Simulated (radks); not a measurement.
Values are calculated unless marked as measured or tabulated.
Task: Os1.5+, 74.5 electrons, occupied as [Xe] 4f14 5d5 6s1.5 (fractional occupations, a model configuration). Code: a radial shooting solver on a logarithmic mesh with Libxc functionals. Model: scalar-relativistic Kohn-Sham, r2SCAN, spin-unpolarised, spherical densities, finite nucleus; meta-GGA in the generalised Kohn-Sham scheme; Fermi nuclear charge, rms radius 5.4126 fm. Some entries of the table are withheld. Estimate them.

orbital  occ.  eigenvalue (eV)  <r> (bohr)  r(max) (bohr)
1s          2        -73958.38     0.01774        0.01103
2s          2              (1)     0.07489        0.06338
2p          6        -11251.65     0.06728        0.05219
3s          2        -3029.563      0.1937         0.1786
3p          6        -2537.122      0.1944         0.1772
3d         10        -1985.662      0.1763         0.1446
4s          2        -657.9724      0.4319         0.4049
4p          6        -495.7500      0.4592         0.4250
4d         10        -293.2075      0.4889         0.4347
5s          2        -109.3362       1.007         0.9141
4f         14         -68.5677         (2)         0.4068
5p          6         -67.8452         (3)          1.029
5d          5         -20.7877       1.669          1.325
6s        1.5         -18.0768       2.633          2.331

Result: 
(1) 2s eigenvalue (eV): -12920.95
(2) 4f <r> (bohr): 0.5559
(3) 5p <r> (bohr): 1.164
